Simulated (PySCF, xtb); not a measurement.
(E)-2-fluorobut-2-ene (C₄H₇F), SMILES C/C=C(\C)F.

Harmonic wavenumbers (cm⁻¹) from xtb with GFN2-xTB at its own minimum, in rising order: 63, 91, 254, 265, 401, 438, 504, 819, 834, 973, 1026, 1028, 1053, 1135, 1166, 1309, 1394, 1407, 1452, 1469, 1475, 1487, 1766, 3001, 3006, 3016, 3021, 3058, 3078, 3082.

Question: What does ωB97X-D3(BJ)/def2-SVP (PySCF) give at its own minimum? (The exact figures need the calculation; the answer reports its results.)

Answer: 127, 160, 267, 275, 431, 478, 531, 816, 868, 975, 1033, 1057, 1064, 1142, 1247, 1339, 1418, 1440, 1455, 1465, 1466, 1479, 1837, 3064, 3076, 3138, 3157, 3174, 3204, 3208. Paired by order, the mean absolute difference is 46 cm⁻¹ and the zero-point energies are 61.6 and 63.5 kcal/mol.
